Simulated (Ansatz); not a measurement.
Molecule: YH, net charge 0, singlet state. SMILES: [YH]
Geometry from a B3LYP-D3(BJ)/def2-TZVP (Ansatz, a first-principles code) optimisation:
```
Y
H 1 1.9182
```

Wanted: vertical triplet-singlet gap, E(triplet) - E(singlet), in eV. Terms: spin-orbit terms left out; STO-3G and 3-21G all-electron and non-relativistic; six Cartesian d functions in 6-31G* and its kin unless marked 5d; LANL2DZ with its own core potentials from Na on; each state is the SCF solution reached for its charge and spin; valence correlation only (noble-gas shells and the d and f shells of earlier blocks); def2 sets with scalar-relativistic core potentials past Kr; open shells spin-unrestricted. First-principles rows: single points at B3LYP-D3(BJ) geometries (Ansatz). The Hartree-Fock reference of [YH] (YH) is unstable towards a lower, spin-broken solution. The spin state of an ion or metal species was assumed, not searched. Levels can end on unlike triplets.

| level | program | vertical triplet-singlet gap, E(triplet) - E(singlet) (eV) |
|---|---|---|
| HF/6-31G* with LANL2DZ past Ar | Ansatz | 0.05 |
| PBE/6-31G* with LANL2DZ past Ar | Ansatz | 0.21 |
| B3LYP/STO-3G | Ansatz | 0.75 |
| B3LYP/3-21G | Ansatz | 0.64 |
| B3LYP/6-31G* with LANL2DZ past Ar | Ansatz | 0.35 |
| MP2/6-31G* with LANL2DZ past Ar | Ansatz | 0.48 |
| PBE/def2-TZVPD | Ansatz | 0.44 |

No value to compare with is used here. The 6 habitual levels span 0.05 (HF/6-31G* with LANL2DZ past Ar) to 0.75 eV (B3LYP/STO-3G); PBE/def2-TZVPD gives 0.44.

The levels are drawn from those run, B3LYP/6-31G* more often than the rest, none by its result; left out are runs that failed, that the program found above a lower state of the same kind, or whose <S^2> lies over 0.5 above the pure value.
